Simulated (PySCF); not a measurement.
CHO2, SMILES [O]C=O (connectivity only; charge and spin as stated), charge -1, multiplicity 1. Atoms are numbered in the order given.

```xyz
4

O      0.0000     1.1349     0.2092
C      0.0000     0.0000    -0.3157
O      0.0000    -1.1349     0.2092
H      0.0000     0.0000    -1.4521
```
Charge -1, spin multiplicity 1.

Geometry optimised at B3LYP-D3(BJ)/def2-TZVPD. The multiplicity is an assumed one; other spin states were not compared. The isomer is the one that the SMILES or the coordinates give; other isomers of the formula were not compared.

All values below come from SMD-M06-2X/def2-SVPD run with PySCF.

Solvation free energies are E(SMD) − E(gas) at the gas-phase geometry, for 1 M in both phases.

```tsv
solvent	ΔG(solv) (kcal/mol)	its non-electrostatic (CDS) part
water	-70.5	4.2
dichloromethane	-54.4	0.9
tetrahydrofuran	-51.8	-1.1
```
